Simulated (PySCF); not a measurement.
# Static response to an electric field

Species: C₇H₅FO₂.
Structure used (PBE0-D3(BJ)/def2-SVP), in Å, numbered top down from 1:
```xyz
15
C7H5FO2 angstrom
C      3.9983   -0.1471    0.0907
C      2.7881   -0.0940    0.0264
C      1.3728   -0.0275   -0.0520
C      0.5744   -0.9396    0.5306
O     -0.7856   -0.9081    0.4664
C     -1.2717    0.0973   -0.3465
C     -2.7518    0.0187   -0.4938
F     -3.2135    1.0324   -1.2809
C     -0.4863    1.0045   -0.9231
O      0.8748    1.0392   -0.7735
H      5.0702   -0.1926    0.1508
H      0.9682   -1.7809    1.0978
H     -3.0297   -0.9538   -0.9401
H     -3.2262    0.0760    0.5030
H     -0.8794    1.7895   -1.5651
```

Level: CAM-B3LYP/def2-SVPD (PySCF), static field, nuclei fixed, core orbitals frozen in the response. The polarisability tensor in these axes (au):

```
x   131.49   5.17   0.74
y     5.17  71.45 -10.68
z     0.74 -10.68  63.25
```

Task: Diagonalise the tensor; give its mean and Δα, where Δα² is half the sum of the squared differences of the eigenvalues.

Result: Principal values 55.74, 78.51 and 131.94 au; mean 88.73 au = 13.15 Å³ = 14.63 × 10⁻⁴⁰ C²·m²/J; Δα = 67.74 au (76 % of the mean).

Task: What is the dipole moment, and where does it point?

Result: (0.19, -1.48, 0.88) D, 1.73 D in size, pointing from the negative to the positive side. Measured along this direction, the outermost atoms are H15 at the negative end and H12 at the positive end.

Task: Refractivity n − 1 of an ideal gas of it at 298.15 K and 1 atm, from the electronic α?

Result: N = p/kT = 2.4615 × 10¹⁹ cm⁻³, so n − 1 = 2π × N × 13.15 × 10⁻²⁴ cm³ = 2034 × 10⁻⁶ at long wavelengths.

Task: Along which axes do the principal values lie, and how far do the nuclei extend along each?

Result: Largest value along (1.00, 0.09, 0.00), where the nuclei span 8.24 Å; middle along (-0.07, 0.82, -0.57), 4.57 Å; least along (-0.05, 0.57, 0.82), 1.78 Å. The response follows the extents in order.

Task: What molar refraction does this α imply?

Result: Lorentz–Lorenz: R = (4π/3)N_A α = 2.5225 cm³/(mol·Å³) × 13.15 Å³ = 33.2 cm³/mol, in the limit of long wavelengths.

One conformer (not necessarily the lowest) at the PBE0-D3(BJ)/def2-SVP geometry, without solvent, vibrations or thermal averaging.

The run behind these numbers computed excited states as well. Rough CPU time on one thread of a shared machine: about 2.6 min.
